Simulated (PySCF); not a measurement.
Shapes and spin states of WSBr₂

Computed with PBE0/[W def2-SVP with ECP60, S def2-SVP, Br def2-SVP], scalar-relativistic core potentials, density fitting, no spin–orbit coupling, PySCF.

Relaxations began from a few typed shapes and spin states; open shells are unrestricted. The search is not exhaustive: other isomers or separated fragments can lie lower, and high-lying points may rest on an excited occupation.

```
                                                 spin  group                           bonds                              angles  imaginary modes (cm⁻¹)  ΔE (kJ/mol)  ΔE with ZPE (kJ/mol)
                                              triplet    C2v  W–Br 2.419 Å (×2), W–S 2.105 Å  Br–W–Br 123.5°, Br–W–S 118.2° (×2)                    none          0.0                   0.0
singlet (closed shell, unstable to spin polarisation)    C2v  W–Br 2.372 Å (×2), W–S 2.086 Å  Br–W–Br 132.6°, Br–W–S 113.7° (×2)                    none         44.2                  44.7
```

The lowest minimum found is the triplet C2v: W–Br 2.419 Å (×2), W–S 2.105 Å; Br–W–Br 123.5°, Br–W–S 118.2° (×2).

Formally W is in oxidation state +4, d2, with 2 unpaired electrons (the high-spin count). The Mulliken spin on W is 2.25. The polar-tensor charge on W, 1.36, is far below the formal one.

For the lowest minimum: open d and f shells are described by one determinant, and the ground state may have another occupation or spin. With an element this heavy the missing spin–orbit coupling can shift these numbers.
